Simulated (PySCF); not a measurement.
**Cs: ionisation energy**

Cs [Xe] 6s1 (2S) → Cs⁺ [Xe] (1S), as a difference of total energies. Computed with PySCF 2.14 in def2-TZVP with the def2 core potential (46 electrons), with a scalar-relativistic core potential. The calculations carry no spin-orbit coupling.

| method | ionisation energy (eV) | error (eV) |
| --- | --- | --- |
| UHF | 3.492 | -0.402 |
| TPSS | 3.762 | -0.132 |
| PBE | 3.977 | +0.083 |

Reference: 3.894 eV (measured; NIST Atomic Spectra Database, ionization energies).
